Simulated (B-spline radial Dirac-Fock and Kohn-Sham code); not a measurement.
# Run log: Zn⁵⁺

ΔSCF core binding energies without Breit or QED terms, calculated with a B-spline atomic structure program. Keys: rel is the Hamiltonian (dirac, or spin-free x2c and nr, where L3 and M5 stand for the whole 2p and 3d shells), method is hf or an exchange,correlation pair (spin-unpolarised, also for the hole states), nuc the nuclear model, radius_factor scales its radius, rmax is the box in bohr, h the logarithmic mesh step, order the B-spline order, points the quadrature points per cell, c_factor scales the speed of light, and damp, ndamp, maxit and tol steer the iteration. The run stops when the commutator error falls below 10·tol·max(1, Z/10), or the numerical noise floor, and the energy has settled to about 1e-8 Ha; the virial ratio is −V/T.

Input (task.json):

```json
{"items": [{"Z": 30, "q": 5, "cfg": [[1, 0, 2], [2, 0, 2], [2, 1, 6], [3, 0, 2], [3, 1, 6], [3, 2, 7]], "A": 64, "rrms": 3.9283, "do": "settings", "holes": ["K", "L3", "M5"],
  "settings": [{"rel": "dirac", "method": "hf", "nuc": "fermi", "radius_factor": 1.0, "rmax": 45.0, "h": 0.3, "order": 8, "points": 10, "c_factor": 1.0, "maxit": 98, "damp": 0.5, "ndamp": 3, "tol": 1e-14}]}]}
```

Command: `python xray2_run.py task.json out`

Ground-state iterations:

```
iter   energy (Ha)        error
   1    -1766.23548231  1.23e+00
   2    -1781.34140278  8.49e-01
   3    -1786.59588036  2.45e-01
   4    -1787.07841634  5.91e-02
   5    -1787.10247723  3.34e-02
   6    -1787.11204213  2.08e-03
   7    -1787.11206257  1.01e-04
   8    -1787.11206260  1.30e-05
   9    -1787.11206260  8.47e-07
  10    -1787.11206260  3.71e-08
```

The ground state converged in 10 iterations, with total energy -1787.11206 Ha, virial ratio 1.98112 and highest orbital energy -112.60 eV. ΔSCF binding energies: K (1s) 9789.4 eV, L3 (2p3/2) 1135.7 eV. Holes are computed only in closed shells, and unreliable hole states are left out.

One setting is outside the advised range (tolerance below the noise), but here it does no visible harm: the result matches the run with default settings.
